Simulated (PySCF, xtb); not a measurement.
hydrogen bromide (BrH), SMILES Br.

GFN2-xTB run with xtb 6.7.1 at its own geometry gives an orbital gap of 7.07 eV and a dipole moment of 2.56 D.

Coordinates come from a PBE0-D3(BJ)/def2-TZVPD optimisation.

Q: What does PBE/def2-TZVPD (PySCF) give? (An estimate is asked for; the answer gives what the named calculation found.)

A: gap 6.12 eV (levels -7.47 and -1.35 eV), dipole 0.82 D.
